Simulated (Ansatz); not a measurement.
Two isomers of CH8BNSi: A = `B[SiH2]CN`, B = `CB(N)[SiH3]`.

Program: Ansatz. Geometries: PBE0-D4/def2-TZVP. ΔE: electronic, gas phase. CCSD(T)/CBS adds triple-zeta CCSD(T) − MP2 to the extrapolated MP2 energy (def2 sets, frozen cores). Functionals use def2-TZVPP. B3LYP here is the variant with VWN-RPA as its local correlation; programs differ in this. Each species was taken in one conformer, which may not be the lowest.

A:

```xyz
12

B    -1.1572    0.8667   -1.8958
Si   -0.8273   -0.1732   -0.2088
C     0.8455    0.1569    0.5997
N     1.0548   -0.7008    1.7582
H    -0.3133    1.5200   -2.4383
H    -2.2331    0.8302   -2.4185
H    -1.9286    0.0511    0.7711
H    -0.8841   -1.6208   -0.5962
H     1.6256    0.0873   -0.1769
H     0.8420    1.2019    0.9305
H     1.9629   -0.5413    2.1764
H     1.0128   -1.6778    1.4985
```

B:

Z-matrix (Å, degrees):
```
C
B 1 1.573
H 1 1.095 2 110.8
H 1 1.095 2 113.7 3 121.7
H 1 1.095 2 110.7 3 -116.7
N 2 1.392 1 120.4 3 -121.9
Si 2 2.029 1 121.5 3 58.1
H 6 1.006 2 123.8 1 -180.0
H 6 1.009 2 122.7 1 0.1
H 7 1.492 2 111.7 1 59.2
H 7 1.494 2 112.3 1 179.6
H 7 1.492 2 111.6 1 -60.0
```

Which is lower in electronic energy at CCSD(T)/CBS, and by how much? (An estimate is asked.)

The calculation gave: B, by 60.8 kcal/mol.

Give E(B) − E(A) in kcal/mol with CCSD/def2-TZVPP, HF/def2-TZVPP, PBE-D4, CCSD(T)/def2-SVP, B2PLYP, LDA (SPW92), B3LYP-D4. (An estimate is asked.)

The calculation gave: CCSD/def2-TZVPP -60.3, HF/def2-TZVPP -57.5, PBE-D4 -62.5, CCSD(T)/def2-SVP -64.8, B2PLYP -61.8, LDA (SPW92) -65.8, B3LYP-D4 -61.7. None reverses the order clearly.

Does the order hold for the free energy at 298.15 K (harmonic terms from PBE0-D4)? (Estimate.)

Ansatz gave: Yes: G(B) − G(A) = -59.2 kcal/mol, for one conformer each.

Largest T1 diagnostic: 0.013.

In def2-TZVPP, CCSD(T) changes the Hartree–Fock value by −3.5 kcal/mol (the triples alone add −0.7 kcal/mol) and MP2 by −4.8 kcal/mol. At CCSD(T), def2-SVP lies −4.0 kcal/mol from the extrapolated value and def2-TZVPP −0.2 kcal/mol.
